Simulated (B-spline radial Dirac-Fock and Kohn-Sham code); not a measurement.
**Ionisation of each subshell: Pt**

System: neutral platinum in the configuration [Xe] 4f14 5d10 (an excited configuration); nuclear rms radius 5.427 fm (A = 195).

Calculated with a B-spline atomic structure program, using relaxed Dirac-Fock hole states (ΔSCF) with Breit and QED corrections and a finite nucleus. Electron correlation is not included. Energies are counted from the vacuum level.

All terms are in eV, carry their sign (relaxation lowers the binding energy) and add up to the binding energy; ⟨r⟩ is the mean radius of the orbital in the initial state.

| subshell | −ε (Koopmans) | relaxation | Gaunt | retardation | self-energy | vacuum polarisation | binding energy | ⟨r⟩ (bohr) |
| --- | --- | --- | --- | --- | --- | --- | --- | --- |
| K (1s) | 78906.0 | -94.51 | -300.84 | 27.85 | -180.04 | 36.25 | 78394.7 | 0.017 |
| L1 (2s) | 14002.3 | -57.88 | -33.58 | 2.42 | -26.64 | 5.05 | 13891.7 | 0.072 |
| L2 (2p1/2) | 13392.1 | -62.64 | -57.68 | 6.08 | -0.60 | 0.29 | 13277.5 | 0.059 |
| L3 (2p3/2) | 11660.0 | -59.01 | -39.03 | 8.49 | -2.11 | -0.17 | 11568.1 | 0.068 |
| M1 (3s) | 3353.1 | -33.72 | -6.10 | 0.39 | -6.17 | 1.14 | 3308.6 | 0.186 |
| M2 (3p1/2) | 3080.7 | -34.88 | -10.78 | 0.98 | -0.28 | 0.07 | 3035.8 | 0.177 |
| M3 (3p3/2) | 2694.6 | -32.90 | -6.94 | 1.61 | -0.54 | -0.05 | 2655.7 | 0.192 |
| M4 (3d3/2) | 2247.1 | -35.88 | -4.66 | 0.42 | 0.42 | -0.05 | 2207.3 | 0.168 |
| M5 (3d5/2) | 2164.7 | -35.18 | -3.15 | 0.46 | 0.20 | -0.05 | 2126.9 | 0.172 |
| N1 (4s) | 753.8 | -15.64 | -1.24 | 0.08 | -1.53 | 0.28 | 735.8 | 0.415 |
| N2 (4p1/2) | 637.3 | -15.54 | -2.25 | 0.21 | -0.06 | 0.02 | 619.7 | 0.418 |
| N3 (4p3/2) | 544.2 | -14.33 | -1.30 | 0.35 | -0.12 | -0.01 | 528.8 | 0.451 |
| N4 (4d3/2) | 353.4 | -14.07 | -0.61 | 0.05 | 0.10 | -0.01 | 338.9 | 0.461 |
| N5 (4d5/2) | 335.8 | -13.67 | -0.28 | 0.06 | 0.05 | -0.01 | 321.9 | 0.472 |
| N6 (4f5/2) | 90.08 | -13.12 | 0.19 | -0.06 | 0.06 | -0.01 | 77.15 | 0.509 |
| N7 (4f7/2) | 86.42 | -12.90 | 0.32 | -0.05 | 0.05 | -0.01 | 73.82 | 0.516 |
| O1 (5s) | 117.0 | -5.26 | -0.18 | 0.01 | -0.29 | 0.05 | 111.3 | 0.971 |
| O2 (5p1/2) | 78.12 | -4.64 | -0.30 | 0.02 | -0.01 | 0.00 | 73.19 | 1.055 |
| O3 (5p3/2) | 62.58 | -3.90 | -0.14 | 0.05 | -0.02 | 0.00 | 58.56 | 1.151 |
| O4 (5d3/2) | 9.74 | -2.21 | -0.01 | 0.00 | 0.01 | 0.00 | 7.53 | 1.669 |
| O5 (5d5/2) | 8.22 | -1.90 | 0.02 | 0.00 | 0.00 | 0.00 | 6.33 | 1.779 |

For the deepest level, K (1s), the Breit terms make up -0.348 % of the binding energy, QED -0.183 % and orbital relaxation -0.121 %.
